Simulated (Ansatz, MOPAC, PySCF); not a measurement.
Complex: HBr (SMILES Br) (first 2 atoms) with H4OSi (SMILES O[SiH3]); geometry from B3LYP-D3(BJ)/def2-TZVP, rigid monomers moved along the line of their centres of mass till H2···O3 is 3.39 Å.
(charge 0, multiplicity 1):
```
atom    x (Å)    y (Å)    z (Å)
----  -------  -------  -------
Br    -0.6094  -1.1556  -0.0208
H     -0.1549  -0.4227   1.1354
O      0.6750   1.0210   4.0854
Si     0.1701   0.6550   5.6301
H      1.3598   1.6831   3.9586
H      1.2988   0.1477   6.4436
H     -0.8595  -0.3846   5.4582
H     -0.3969   1.8526   6.2916
```

Monomers are frozen at their geometry in the pair; levels with a basis set take the counterpoise correction. Rows marked so take none.

Correlated levels freeze the cores. Filled d and f shells under p-block atoms count as core. CBS(a, b) extrapolates the correlation energy as X⁻³ and adds the Hartree–Fock energy of set b. Rows in 3-21G, 6-31G*, LANL2DZ, STO-3G carry no dispersion term and start afresh at each structure (6-31G* with six Cartesian d functions); the Pople sets are all-electron and without relativity. LANL2DZ brings its own core potentials from Na on. The state reached by AM1, PM3, PM7 isn't checked; PM7 holds dispersion and hydrogen-bond terms.

The values were computed with Ansatz (an electronic-structure program); MOPAC for AM1, PM3, PM7 (differences of heats of formation); PySCF for 3-21G rows, 6-31G* rows, LANL2DZ rows, STO-3G rows, the dispersion terms. Each number belongs to the level named beside it.

Other levels give for the interaction energy: PBE/def2-TZVPPD -4.6; B3LYP/def2-TZVPPD -3.9; B3LYP-D3(BJ)/def2-TZVPPD -5.3; wB97M-V/def2-TZVPPD -5.2; CCSD(T)/CBS(def2-SVPD, def2-TZVPPD) -5.3 kJ/mol.

Q: What do these common cheap choices give for the same quantity: AM1, PM3, PM7, HF/STO-3G (no counterpoise), HF/3-21G (no counterpoise), HF/6-31G*, B3LYP/6-31G* (no counterpoise), B3LYP/LANL2DZ (no counterpoise)?

A: AM1 -4.2; PM3 -4.6; PM7 -7.6; HF/STO-3G (no counterpoise) -3.7; HF/3-21G (no counterpoise) -6.7; HF/6-31G* -5.5; B3LYP/6-31G* (no counterpoise) -5.6; B3LYP/LANL2DZ (no counterpoise) -7.4 kJ/mol. They span -7.6 to -3.7 kJ/mol.
